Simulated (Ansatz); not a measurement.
Cost and result up the ladder for Si4S4 (8 atoms). Charge 0, multiplicity 1. Geometry: PBE-D4/def2-SVP.

```
atom   x (Å)   y (Å)   z (Å)
 Si1   0.408  -1.686   1.023
 Si2   0.683  -0.177  -1.887
 Si3  -1.992   0.301  -0.032
 Si4   0.900   1.563   0.896
  S5  -0.423   1.747  -1.059
  S6  -0.707   0.184   1.955
  S7  -0.933  -1.619  -0.928
  S8   2.063  -0.311   0.033
```

Ansatz on 4 threads of Intel Xeon 6975P-C on a shared host. Times are rough, and most runs start from the orbitals of an earlier one. CAM-B3LYP-D4/def2-TZVP serves as the yardstick here, not as an exact answer. Differences are given only for rows in sets of like size (and for xTB, whose basis is part of the method), since another set adds its own error. Binding counts from free atoms at the same level (Si triplet, S triplet; other spins of the atoms weren't run), without zero-point energy or a counterpoise term.

Correlated methods freeze 40 core orbitals. The structure comes from a short search, and lower isomers may exist.

Correlated methods converge slowly with the basis.

```
                            level  functions  wall time  binding energy per atom (eV)  difference from CAM-B3LYP-D4/def2-TZVP (eV)
                        HF/STO-3G         72      0.3 s                          2.86                                            –
                  PBE-D4/def2-SVP        144      1.4 s                          3.84                                            –
                 PBE0-D4/def2-SVP        144      1.9 s                          3.68                                            –
                 PBE-D4/def2-TZVP        296      3.5 s                          3.91                                         0.39
                PBE-D4/def2-TZVPD        356      5.5 s                          3.90                                         0.38
                RPA@PBE/def2-TZVP        296        7 s                          3.22                                        -0.30
r2SCAN-D4/def2-TZVP (with forces)        296      7.5 s                          3.72                                         0.20
                    MP2/def2-TZVP        296      7.5 s                          3.65                                         0.13
           CAM-B3LYP-D4/def2-TZVP        296        8 s                          3.52                                         0.00
                PBE0-D4/def2-TZVP        296        9 s                          3.76                                         0.24
                 B2PLYP/def2-TZVP        296      9.5 s                          3.51                                        -0.01
               PBE-QIDH/def2-TZVP        296       10 s                          3.66                                         0.14
               PBE0-D4/def2-TZVPD        356       11 s                          3.76                                         0.24
                B2PLYP/def2-TZVPD        356       15 s                          3.52                                        -0.01
```
